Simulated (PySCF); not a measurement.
Another site gives an ion 65244.94 eV lower (`O[SiH2]Br`) at the level CAM-B3LYP-D3(BJ)/def2-TZVPD (PySCF).

Excitations are Tamm–Dancoff values on a coarser integration grid.

Cartesian coordinates (Å):
SMILES: O[SiH2]B(O)O
```xyz
10

O      1.5651     0.2228     1.0249
Si     0.9600    -0.3078    -0.4336
B     -1.0097     0.0575    -0.1810
O     -1.9249    -0.2226    -1.1419
O     -1.4289     0.6035     0.9944
H      2.5049     0.1741     1.2069
H      1.2909    -1.7392    -0.6425
H      1.5784     0.4412    -1.5554
H     -2.8274     0.0034    -0.8851
H     -0.7083     0.7671     1.6132
```
Charge 0, multiplicity 1.

Q: Estimate the HOMO–LUMO gap, brightest of the four lowest singlets (TDA) and HOMO that CAM-B3LYP-D3(BJ)/def2-TZVPD (PySCF 2.14.0) returns for this input.

A: 
```yaml
HOMO–LUMO gap: 9.77 eV
brightest of the four lowest singlets (TDA): 7.57 eV
HOMO: -9.55 eV
```
